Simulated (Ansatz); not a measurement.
Gas-phase electronic energies from Ansatz, PBE0-D4/def2-TZVP geometries. CBS: MP2 limit from def2 TZ/QZ plus the TZ coupled-cluster correction, frozen cores. DFT in def2-TZVPP. B3LYP here is the variant with VWN-RPA as its local correlation; programs differ in this. Elements past krypton have def2 core potentials. For Te outer-core shells are correlated without core-valence functions, which leaves a few kJ/mol of doubt a bond. One conformer a species, not always the lowest.

Reaction (substitution at a C–Si bond): `C=N[SiH](F)CCl` + `[SiH3][TeH]` → `[SiH3][Te]CCl` + `C=N[SiH2]F`

```
             level  ΔE (kcal/mol)  difference from CCSD(T)/CBS
          B3LYP-D4           10.7                          0.7
           ωB97X-V           11.9                          1.9
           ωB97M-V           12.3                          2.3
            r2SCAN           11.9                          1.9
              PBE0           11.7                          1.7
     HF/def2-TZVPP           13.2                          3.2
SCS-MP2/def2-TZVPP            9.5                         -0.5
   CCSD/def2-TZVPP           11.7                          1.7
     HF/def2-QZVPP           13.0                          3.0
SCS-MP2/def2-QZVPP            9.0                         -1.0
       CCSD(T)/CBS           10.0                            0
```

Largest T1 diagnostic among the species: 0.013.

From PBE to PBE0 (25 % exact exchange), in def2-TZVPP and without D4, ΔE moves by +1.3 kcal/mol. In def2-TZVPP, CCSD(T) changes the Hartree–Fock value by −2.1 kcal/mol (the triples alone add −0.6 kcal/mol) and MP2 by −3.6 kcal/mol.
